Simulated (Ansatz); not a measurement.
Cost and result for the atomization energy of CH$_{8}$ClNSi$_{2}$ (`C[SiH2]N[SiH2]Cl`) (13 atoms, 12 bonds).

```tsv
atom	x (Å)	y (Å)	z (Å)
C1	1.018	1.227	-1.336
Si2	0.805	-0.490	-0.644
N3	-0.778	-0.767	0.023
Si4	-1.246	-0.616	1.656
Cl5	-1.560	1.348	2.231
H6	2.029	1.362	-1.731
H7	0.848	1.977	-0.560
H8	0.312	1.415	-2.149
H9	1.049	-1.491	-1.719
H10	1.755	-0.718	0.476
H11	-1.538	-0.809	-0.642
H12	-2.532	-1.315	1.872
H13	-0.162	-1.122	2.523
```

Total charge 0; spin multiplicity 1. All single points use the PBE0-D4/def2-TZVP geometry. It is one conformer, not always the lowest. Program: Ansatz. All runs use 4 threads of an Arm Neoverse V1 on a shared host. Times are those of one run each, without the atoms' runs, and a repeat can differ threefold. Electronic energies, without spin–orbit coupling; frozen cores. CCSD(T)/CBS adds CCSD(T) − MP2 in def2-TZVPP to the MP2 limit, and its time is that of the two runs behind it. T1 = 0.010. B3LYP takes the VWN-RPA correlation (the form of Gaussian; ORCA's B3LYP/G). HSE06 is the plane-wave form, built on full-range PBE exchange.

CCSD(T)/CBS is a level of theory with its own doubt, some kJ/mol a heavy atom from the limit and from the frozen cores, so smaller differences don't rank the functionals.

| level | functions | wall time | atomization (kcal/mol) | difference from CCSD(T)/CBS | per bond |
| --- | --- | --- | --- | --- | --- |
| LDA (SPW92)/def2-TZVPP | 300 | 1.8 s | 1190.3 | 121.2 | 10.1 |
| BLYP-D4/def2-TZVPP | 300 | 3 s | 1057.8 | -11.3 | -0.9 |
| revPBE-D4/def2-TZVPP | 300 | 3.2 s | 1049.1 | -20.0 | -1.7 |
| HSE06-D4/def2-TZVPP | 300 | 5.5 s | 1061.3 | -7.8 | -0.7 |
| BHLYP-D4/def2-TZVPP | 300 | 5.5 s | 1049.6 | -19.5 | -1.6 |
| CCSD(T)/def2-SVP | 122 | 7.5 s | 992.4 | -76.7 | -6.4 |
| B3LYP-D4/def2-TZVPP (with forces) | 300 | 8 s | 1066.7 | -2.4 | -0.2 |
| B2PLYP/def2-TZVPP | 300 | 8 s | 1053.5 | -15.6 | -1.3 |
| PBE-QIDH/def2-TZVPP | 300 | 8 s | 1057.3 | -11.8 | -1.0 |
| ωB97M-V/def2-TZVPP (with forces) | 300 | 18 s | 1072.0 | 2.9 | 0.2 |
| MP2/def2-QZVPP | 564 | 37 s | 1064.2 | -4.9 | -0.4 |
| CCSD(T)/def2-TZVPP | 300 | 5.3 min | 1039.1 | -30.0 | -2.5 |
| CCSD(T)/CBS(def2) | – | 5.9 min | 1069.1 | 0.0 | 0.0 |

From r2SCAN to r2SCAN0 (25 % exact exchange), in def2-TZVPP and without D4, the atomization energy moves by −9.7 kcal/mol: exact exchange takes away binding that semilocal exchange gives to molecules. In def2-TZVPP, CCSD(T) changes the Hartree–Fock value by +241.0 kcal/mol (the triples alone add +12.1 kcal/mol) and MP2 by +248.1 kcal/mol; breaking electron pairs costs correlation energy, which Hartree–Fock lacks. The D4 term adds +12.3 kcal/mol with B3LYP and +6.6 kcal/mol with PBE0; it sums over pairs of atoms, weighted by their polarisabilities, and B3LYP, whose exchange is more repulsive, gets the larger term.
